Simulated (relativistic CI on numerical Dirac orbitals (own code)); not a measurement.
## Rh5+: resonant inelastic scattering at the L2,3 edge

Computed with this model: Dirac-Coulomb-Breit CI, separate exchange-only KLI orbitals for each configuration, a model potential for QED, valence Slater integrals scaled by 0.8, Kramers-Heisenberg scattering through one core-hole configuration in a parametric crystal field; configurations [Kr] 4d4 → [He] 2s2 2p5 3s2 3p6 3d10 4s2 4p6 4d5; 10 K; core-hole width 0.96 eV; summed over polarisations. Incident energies are the highest absorption maxima for each field (at most a few, so the weaker spin-orbit partner edge can be absent), on the computed scale of the free ion. Intensities are in per cent of the strongest line above 0.02 eV; levels within 1 cm⁻¹ are merged; final levels count from the ground level, the first row holds all elastic scattering, lines under 0.4 are left out and each table stops after 24 rows. The scale of the Slater integrals is a model choice and moves the terms in proportion.

Field parameters in Wybourne normalisation: Td as Oh with Dq negative (B⁴₀ = 21Dq, B⁴₄ = √(5/14) B⁴₀). The field is a parameter set, without covalency.

S is read from ⟨S²⟩ = S(S + 1).

Td, 10Dq = -3800 cm⁻¹:

| Final level (eV) | Degeneracy | Irrep | S | 3011.3 eV | 3013.8 eV | 3156.8 eV |
| --- | --- | --- | --- | --- | --- | --- |
| 0.000 | 1 | A1 | 1.96 | 96.4 | 523.8 | 21.6 |
| 0.076 | 3 | T1 | 1.97 | 72.2 | 100.0 | 8.0 |
| 0.154 | 3 | T2 | 1.99 | 30.1 | 38.7 | 0.1 |
| 0.251 | 2 | E | 1.99 | 19.1 | 18.1 | 1.0 |
| 0.303 | 3 | T1 | 1.99 | 1.3 | 1.7 | 0.3 |
| 0.393 | 3 | T2 | 1.98 | 2.0 | 3.0 | 0.7 |
| 0.765 | 3 | T2 | 1.98 | 5.8 | 3.4 | 0.3 |
| 0.783 | 2 | E | 1.97 | 6.1 | 3.2 | 0.8 |
| 0.793 | 3 | T1 | 1.97 | 12.1 | 3.8 | 0.5 |
| 0.803 | 1 | A1 | 1.97 | 4.3 | 1.6 | 1.3 |
| 1.725 | 1 | A1 | 0.97 | 1.4 | 30.0 | 6.4 |
| 2.013 | 2 | E | 0.98 | 0.1 | 0.1 | 2.4 |
| 2.016 | 3 | T1 | 1.00 | 0.8 | 9.6 | 1.9 |
| 2.112 | 3 | T2 | 1.00 | 0.1 | 2.4 | 0.1 |
| 2.177 | 3 | T1 | 0.96 | 0.2 | 3.1 | 3.0 |
| 2.263 | 3 | T2 | 0.99 | 0.1 | 0.4 | 3.5 |
| 2.354 | 3 | T1 | 0.99 | 0.0 | 0.1 | 0.8 |
| 2.355 | 2 | E | 0.99 | 0.0 | 0.9 | 3.7 |
| 2.399 | 1 | A1 | 0.97 | 0.9 | 12.3 | 7.4 |
| 2.413 | 3 | T2 | 0.99 | 0.0 | 0.2 | 0.5 |
| 2.581 | 3 | T2 | 0.98 | 0.0 | 0.4 | 3.3 |
| 2.616 | 3 | T1 | 1.00 | 0.2 | 2.2 | 3.6 |
| 2.678 | 3 | T2 | 1.00 | 0.0 | 0.2 | 1.5 |
| 2.681 | 3 | T1 | 0.98 | 0.9 | 6.4 | 5.1 |

Td, 10Dq = -8550 cm⁻¹:

| Final level (eV) | Degeneracy | Irrep | S | 3011.5 eV | 3013.9 eV |
| --- | --- | --- | --- | --- | --- |
| 0.000 | 1 | A1 | 1.92 | 172.1 | 819.1 |
| 0.073 | 3 | T1 | 1.96 | 80.5 | 36.6 |
| 0.134 | 3 | T2 | 1.98 | 36.6 | 68.8 |
| 0.258 | 2 | E | 1.98 | 21.8 | 20.8 |
| 0.289 | 3 | T1 | 1.99 | 1.6 | 1.7 |
| 0.386 | 3 | T2 | 1.98 | 2.7 | 5.4 |
| 1.105 | 1 | A1 | 0.88 | 4.4 | 100.0 |
| 1.298 | 2 | E | 1.93 | 14.7 | 2.4 |
| 1.299 | 3 | T2 | 1.96 | 14.5 | 9.7 |
| 1.303 | 3 | T1 | 1.94 | 36.3 | 7.0 |
| 1.312 | 1 | A1 | 1.94 | 12.8 | 9.5 |
| 1.536 | 3 | T1 | 1.05 | 1.9 | 30.6 |
| 1.565 | 2 | E | 1.05 | 0.4 | 6.7 |
| 1.626 | 3 | T2 | 1.02 | 0.5 | 13.7 |
| 1.914 | 3 | T1 | 0.92 | 0.2 | 7.1 |
| 1.926 | 1 | A1 | 0.52 | 0.7 | 8.3 |
| 1.936 | 3 | T2 | 1.02 | 0.5 | 1.3 |
| 2.075 | 2 | E | 1.01 | 0.0 | 2.7 |
| 2.236 | 3 | T1 | 0.88 | 0.2 | 2.6 |
| 2.411 | 2 | E | 1.01 | 0.1 | 0.9 |
| 2.502 | 1 | A1 | 1.02 | 0.5 | 3.9 |
| 2.646 | 3 | T2 | 1.00 | 0.1 | 0.7 |
| 2.698 | 3 | T2 | 0.95 | 0.2 | 6.1 |
| 2.703 | 3 | T1 | 0.90 | 0.0 | 1.1 |

Td, 10Dq = -13300 cm⁻¹:

```csv
Final level (eV),Degeneracy,Irrep,S,3013.5 eV
0.000,1,A1,1.65,433.8
0.138,3,T1,1.92,3.0
0.206,3,T2,1.96,8.1
0.341,2,E,1.97,2.5
0.372,3,T1,1.98,0.9
0.434,1,A1,0.96,100.0
0.472,3,T2,1.98,1.0
1.118,3,T1,1.11,17.7
1.124,2,E,1.02,8.2
1.195,3,T2,1.05,3.3
1.282,1,A1,0.88,10.2
1.578,3,T2,1.05,1.4
1.597,3,T1,0.89,7.5
1.759,2,E,1.06,2.0
1.905,3,T1,1.57,1.0
1.923,1,A1,1.89,1.1
1.956,2,E,1.90,1.1
1.964,3,T2,1.92,7.9
2.054,3,T1,1.15,11.0
2.519,2,E,1.05,0.8
2.671,3,T1,0.88,1.0
2.728,3,T2,0.96,0.4
2.783,3,T1,1.01,1.1
2.800,3,T2,0.85,20.7
```

For the first field the strongest loss at the lowest incident energy is the level at 0.08 eV (S = 1.97, against 1.96 in the thermal ground state). Levels of other spin, the first over 8 % at 1.73 eV, appear because spin-orbit coupling of the core hole, and in heavier ions of the valence shell too, mixes spins.
